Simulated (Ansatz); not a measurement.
```yaml
crystal:
  periodic: [false, false, false]
  atoms:
    - {symbol: C, position_ang: [0.429310, -1.019342, -0.316482]}
    - {symbol: O, position_ang: [0.316174, -0.575454, 0.415296]}
    - {symbol: In, position_ang: [-0.201600, 0.496730, 0.407870]}
    - {symbol: O, position_ang: [-0.126016, 1.440769, 1.388281]}
    - {symbol: O, position_ang: [-0.672475, 1.132227, -0.526476]}
    - {symbol: H, position_ang: [0.669343, -1.704701, -0.103119]}
    - {symbol: H, position_ang: [0.735792, -0.735530, -0.955161]}
    - {symbol: H, position_ang: [-0.294178, -1.328725, -0.653281]}
    - {symbol: H, position_ang: [-0.391056, 2.046265, 1.551060]}
    - {symbol: H, position_ang: [-0.569639, 0.613108, -1.029322]}
basis:
  gaussian: {orbitals: def2-TZVP, fitting: {mean_field: cc-pVTZ-jkfit}, point_charges: [{charge: 2.00, position_ang: [3.930, -0.884, 0.034]}]}
hamiltonian: {xc: {name: RPBE}, dispersion: d4}
output: {forces: true}
```

```sh
$ ansatz run in.yaml --threads 4 --pin off --events-out ev --progress --plain --max-ram 10444MiB
```

(1) How does Ansatz answer? (Estimate.)

Results:

(1) The calculation gave: The input was rejected before any iteration.
```
Functional definition: RPBE
Error: <dir> the basis set cc-pVTZ-JKFIT has no functions for In
```
